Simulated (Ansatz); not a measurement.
Nb(NH)Cl3 (NbNCl3H). Charge 0, multiplicity 1. Geometry PBE0-D4/def2-SVP; atoms count from 1.

```csv
atom,x (Å),y (Å),z (Å)
Nb1,0.079,0.157,-0.371
N2,-0.252,-0.500,1.183
H3,-0.448,-0.889,2.102
Cl4,-1.864,0.021,-1.578
Cl5,1.749,-1.116,-1.288
Cl6,0.736,2.328,-0.047
```

In the def2 sets Nb takes a core potential; there is no spin–orbit coupling.

(1) Estimate the Mulliken populations from the PBE0/def2-TZVP orbitals of Ansatz.

(2) And the Mayer bond orders between bonded heavy atoms (over 0.3)?

## Answers

(1) 
```tsv
atom	charge (e)	d electrons
Nb1	1.48	2.95
N2	-0.65	–
H3	0.26	–
Cl4	-0.36	–
Cl5	-0.36	–
Cl6	-0.36	–
```
Mulliken values and Mayer orders depend strongly on the basis.

(2) Nb1–N2 2.11 (1.72 Å); Nb1–Cl4 1.02 (2.29 Å); Nb1–Cl5 1.02 (2.29 Å); Nb1–Cl6 1.02 (2.29 Å).
